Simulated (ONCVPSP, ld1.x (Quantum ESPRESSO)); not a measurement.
**Potentials for S (Z = 16) compared**

Generated with ld1.x 7.5 (TM, RRKJ, ultrasoft, PAW), atompaw 4.2 or ONCVPSP 4.0.1. The cutoff is in Ry: for ld1.x and atompaw files where the sum of valence levels is converged to 10 mRy in a Bessel basis, for ONCV files where the hardest occupied wave has 1 mHa per electron of residual kinetic energy. The error is the largest all-electron minus pseudo excitation energy over each file’s own four to seven test configurations (ionisations up to +4, promotions, holes and added fractions of an electron), all of which were solved. The labels leave out finer settings (local radius, basis sizes, second energies), which also bear on the numbers. Spin-polarised tests are not counted. The rows are a selection from randomly drawn settings: files with unsolved tests, undetermined cutoffs or missed reference levels are left out.

A true bound ghost makes a file unfit for plane-wave use even where its test errors are small: the radial tests pick states by their node count and pass the ghost by.

| potential | cutoff (Ry) | largest error (meV) | bound ghosts |
| --- | --- | --- | --- |
| TM, PBEsol, scalar-relativistic, rc 1.50/1.70/1.40 (spd), local smoothed, core correction yes, reference 3s1 3p5 | 25 | +74 | none |
| TM semilocal, PBE, scalar-relativistic, rc 0.95/1.50/1.65 (spd), local p, core correction no, reference 3s1 3p5 | 90 | +295 | none |
| ONCV, PBEsol, scalar-relativistic, rc 0.85/0.70 (sp), local smoothed, core correction yes, reference 2s2 2p6 3s2 3p4, qcut 17.9/20, projectors 2/2 | 320 | +359 | none |
| RRKJ, PBE, scalar-relativistic, rc 1.05/1.55/1.65 (spd), local s, core correction no, reference 3s2 3p3 | 80 | +272 | none |
| ONCV, LDA (Perdew-Wang 92), scalar-relativistic, rc 0.85/0.80/0.80 (spd), local smoothed, core correction no, reference 2s2 2p6 3s1 3p5, qcut 18.7/17.2/11.5, projectors 2/2/1 | 248 | +8.6 | none |
| ONCV, LDA (Perdew-Wang 92), non-relativistic, rc 1.25/1.15 (sp), local smoothed, core correction yes, reference 3s2 3p3, qcut 6.6/6.7, projectors 2/2 | 62 | +44 | s, p |
| ONCV, PBE, scalar-relativistic, rc 0.95/0.80/0.80 (spd), local d, core correction yes, reference 2s2 2p6 3s2 3p3.5, qcut 13.2/17/11.9, projectors 2/2/0 | 244 | +675 | none |

Task: Fill in the row for S: ONCV, PBE, scalar-relativistic, rc 0.80/0.60/0.60 (spd), local d, core correction yes, reference 2s2 2p6 3s2 3p4, qcut 17/25.6/16.6, projectors 2/2/0.

Result: cutoff 468 Ry, largest error +6.8 meV, bound ghosts: none.

Task: Fill in the row for S: ONCV, PBE, scalar-relativistic, rc 0.85/0.90/0.95 (spd), local smoothed, core correction yes, reference 2s2 2p6 3s2 3p2.5, qcut 14.7/14.7/11.1, projectors 2/2/2.

Result: cutoff 182 Ry, largest error +2.1 meV, bound ghosts: none.
